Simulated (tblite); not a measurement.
Compound: C5H13BrSi2.
Numbering: `[CH2:1]=[CH:2][C@@H:3]([CH3:4])[Si@@H:5]([Br:6])[CH2:7][SiH3:8]` (hydrogens: H9, H10 on C1; H11 on C2; H12 on C3; H13, H14, H15 on C4; H16 on Si5; H17, H18 on C7; H19, H20, H21 on Si8)

Computed with GFN2-xTB (tblite), gas phase: L-BFGS steps from a force-field or distance-geometry start until the largest atomic force falls under 0.01 eV/Å.

Step 0: E = -676.9725 eV
```
atom  x, y, z in Å  |  force x, y, z in eV/Å
C1     -1.7384    0.8773   -1.5865   -0.358  -0.348   0.409
C2     -1.7012    0.3886   -0.3518    0.524   0.054   0.146
C3     -0.5856    0.6959    0.6538   -0.910   0.042  -0.349
C4     -1.1943    1.4142    1.8663   -0.153  -0.296   0.705
Si5     0.4662   -0.8400    1.1087   -0.321   0.500   0.785
Br6    -0.8371   -2.2961    2.1803   -0.038   0.010   0.099
C7      1.1591   -1.7127   -0.3796   -0.353  -0.985   0.222
Si8     2.4551   -0.6188   -1.1024    1.263   0.877  -1.091
H9     -2.5648    0.6263   -2.2481    0.321   0.146   0.128
H10    -0.9871    1.5479   -1.9659    0.031  -0.028  -0.040
H11    -2.5071   -0.2711   -0.0117    0.414   0.256   0.016
H12     0.1020    1.4060    0.1933    0.049   0.042  -0.186
H13    -1.9237    0.7768    2.4116    0.426   0.279  -0.428
H14    -0.4090    1.6859    2.5892   -0.222  -0.087  -0.269
H15    -1.7147    2.3345    1.5790    0.145  -0.257  -0.076
H16     1.5391   -0.4354    2.0589   -0.386  -0.188  -0.178
H17     0.3729   -1.9324   -1.1012    0.024  -0.015  -0.016
H18     1.5987   -2.6789   -0.0809   -0.187   0.306  -0.118
H19     3.0403   -1.2731   -2.2942   -0.107   0.121   0.232
H20     3.5496   -0.3603   -0.1339   -0.317  -0.056  -0.165
H21     1.8711    0.6823   -1.5342    0.153  -0.374   0.174
```

**Question.** Estimate the geometry and energy of step 1. (The exact step hangs on the optimiser's Hessian estimate; all steps are aligned on step 0, rigid shifts and turns removed.)

**Answer.** E = -677.0619 eV, largest force 0.667 eV/Å
```
atom  x, y, z in Å  |  force x, y, z in eV/Å
C1     -1.7435    0.8723   -1.5807    0.060   0.047   0.075
C2     -1.6937    0.3894   -0.3497    0.143  -0.108   0.200
C3     -0.5986    0.6965    0.6489   -0.325   0.194  -0.053
C4     -1.1965    1.4100    1.8764   -0.054  -0.030   0.056
Si5     0.4616   -0.8328    1.1200   -0.268   0.237   0.267
Br6    -0.8377   -2.2959    2.1817   -0.072  -0.007   0.140
C7      1.1541   -1.7268   -0.3764    0.044   0.167   0.096
Si8     2.4731   -0.6062   -1.1180    0.422   0.228  -0.464
H9     -2.5602    0.6284   -2.2462    0.154   0.057   0.057
H10    -0.9866    1.5475   -1.9665   -0.140  -0.177   0.057
H11    -2.5012   -0.2674   -0.0114    0.365   0.196   0.054
H12     0.1027    1.4066    0.1907   -0.106  -0.064  -0.088
H13    -1.9176    0.7808    2.4055    0.110   0.009  -0.150
H14    -0.4122    1.6847    2.5853   -0.043  -0.058  -0.098
H15    -1.7127    2.3308    1.5779    0.123  -0.252  -0.009
H16     1.5336   -0.4381    2.0563   -0.277  -0.116  -0.057
H17     0.3732   -1.9327   -1.1015   -0.060  -0.063  -0.073
H18     1.5960   -2.6745   -0.0826   -0.030  -0.088   0.000
H19     3.0387   -1.2714   -2.2909    0.030   0.017  -0.015
H20     3.5450   -0.3611   -0.1363   -0.172  -0.011  -0.088
H21     1.8733    0.6770   -1.5318    0.095  -0.179   0.091
```

The energy changes by -0.0893 eV. The first-order estimate −F·Δx gives -0.1402 eV and the mean of the old and new forces, exact on a quadratic surface, -0.0900 eV. The step makes an angle of 0° with the force vector and moves no atom by more than 0.027 Å.

The cost below is that of the whole relaxation. Hardware: Arm Neoverse N1, one thread (shared host). Cost: 1.6 s wall.
